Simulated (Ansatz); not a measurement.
Harmonic frequencies (cm⁻¹) at PBE0-D4/def2-TZVP from Ansatz: 120, 126, 296, 452, 683, 773, 1560, 3557, 3649.

Each molecule was computed in one conformer, which needn't be the lowest.

Task: Which molecule is it?
A. `[NH2][Zn][Br]`
B. `[SiH3][O][Zn][Cl]`
C. `[F][Zn][Br]`
D. `[CH3][ZnH]`

Result: A.
